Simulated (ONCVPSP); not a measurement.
**molybdenum: ONCV pseudisation with BLYP, fully relativistic reference atom.**

```
Element                 : molybdenum
Generator               : ONCVPSP 4.0.1
Type                    : optimised norm-conserving Vanderbilt (ONCV)
Functional              : BLYP
Relativity              : fully relativistic
Frozen core             : [Ar] 3d10
Valence charge          : 14
Reference configuration : 4s2 4p6 4d5 5s0.75 5p0.25
Partial waves           : 4s+5s: rc 2.00 bohr, ncon 3, nbas 6, qcut 6.3 1/bohr, 2 projectors; 4p+5p: rc 2.35 bohr, ncon 3, nbas 6, qcut 6.9 1/bohr, 2 projectors; 4d: rc 1.55 bohr, ncon 5, nbas 8, qcut 7.1 1/bohr, 3 projectors, debl 0.9 Ha
Local potential         : polynomial inside 0.95 bohr (lpopt 3, dvloc0 0 Ha)
Core correction         : polynomial model core, fcfact 0.3
```

Open shells are filled in proportion to 2j + 1.

* Cutoffs needed: 21 Ha and 26 Ha (the cutoffs (Ha) at which the residual kinetic energy of the hardest occupied pseudo-wave falls to 1 and 0.1 mHa per electron)
* Ghost test: ghosts flagged at negative energy: d5/2 at -68.2 eV, d3/2 at -64.4 eV; GHOST(+) flagged for s at 93.1 eV; a true bound ghost makes a file unfit for plane-wave use
* Configuration tests: 1 of 4 tests not solved or not reliable
* rms error of d²Exc/dni dnj: 5.65 mHa without and 2.21 mHa with the model core
